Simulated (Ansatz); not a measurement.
Relaxation of BFH5NO (9 atoms, charge 0, multiplicity 1), to a largest force component of 0.03 eV/Å in at most 50 steps.

Level of theory: Ansatz, RKS BLYP/def2-SVP.

```xyz
9
Properties=species:S:1:pos:R:3
B 0.071 0.447 -0.406
O 0.037 -0.010 2.169
H -0.883 -0.344 2.093
N 1.326 0.065 -0.907
H 1.528 -0.893 -1.195
H 2.144 0.678 -0.862
H -0.883 -0.294 -0.506
F -0.130 1.713 0.011
H -0.082 0.959 1.991
```

Q: Where does it end, and by what steps?

A: The forces met the threshold. After 8 steps the energy has fallen by 0.044 eV; O2 moved furthest, 0.26 Å.

| step | energy less start (eV) | largest force component (eV/Å) | accepted |
| --- | --- | --- | --- |
| 0 | 0.0000 | 0.683 | yes |
| 1 | -0.0312 | 0.485 | yes |
| 2 | -0.0023 | 1.019 | no |
| 3 | -0.0387 | 0.230 | yes |
| 4 | -0.0418 | 0.122 | yes |
| 5 | -0.0432 | 0.046 | yes |
| 6 | -0.0436 | 0.053 | yes |
| 7 | -0.0438 | 0.064 | yes |
| 8 | -0.0438 | 0.026 | yes |

```xyz
9
Properties=species:S:1:pos:R:3
B 0.089 0.426 -0.508
O -0.030 0.052 2.411
H -0.924 -0.325 2.284
N 1.356 0.066 -0.979
H 1.553 -0.855 -1.370
H 2.180 0.661 -0.872
H -0.869 -0.308 -0.622
F -0.097 1.665 0.030
H -0.130 0.941 2.013
```

Whether the end is a true minimum wasn't checked by a vibrational analysis.

Time of the run: 25 s on 1 thread of Arm Neoverse V1, on a shared host, peak memory 0.14 GiB.
